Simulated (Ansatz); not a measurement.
GaCl2I (GaICl2), relaxed as a singlet with RKS PBE0-D4/def2-SVP in Ansatz, starting from the GFN2-xTB geometry. Force threshold 0.02 eV/Å.

In the def2 sets I takes a core potential; there is no spin–orbit coupling.

Start:

```xyz
4

Ga    0.013    0.076    0.111
Cl    1.780   -0.086    1.195
Cl   -1.541    1.355    0.629
I    -0.252   -1.345   -1.935
```

```
step  energy (eV)  largest force component (eV/Å)  SCF passes
   1  -85499.5546                           1.306          24
   2  -85499.6188                           0.180          29
   3  -85499.6212                           0.060          31
   4  -85499.6218                           0.004          30
```

Force components are those of the run's own axes.

End:

```
atom    x (Å)    y (Å)    z (Å)
 Ga1   0.0068   0.0362   0.0522
 Cl2   1.7763  -0.0565   1.2320
 Cl3  -1.5282   1.3764   0.6679
  I4  -0.2549  -1.3561  -1.9521
```

By distances, no bond broke or formed. The bond that changes most is Ga1–Cl3, from 2.08 to 2.13 Å (atoms count from 1).

No frequencies were taken in this run, so the end may be a saddle point.

It took 10 s on 4 threads of Arm Neoverse V1 on a shared host.
